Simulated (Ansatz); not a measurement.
Name a neutral molecule of C, F, O, Ti and H with HOMO–LUMO gap (B3LYP/def2-TZVPP) between 4.35 and 4.65 eV and HOMO energy (PBE0/def2-TZVPP) between -6.65 and -6.35 eV (Ansatz, PBE0-D4/def2-TZVP geometry).

`C[O][Ti]12345678([F])([C@H]9[C@@H]1[C@@H]2[C@@H]3[C@H]94)[C@H]1[C@@H]5[C@@H]6[C@@H]7[C@H]18` (4.46 eV, -6.36 eV). Other molecules can fit too; these were computed, each in one conformer that needn't be the lowest.

B3LYP here is the variant with VWN-RPA as its local correlation; programs differ in this.
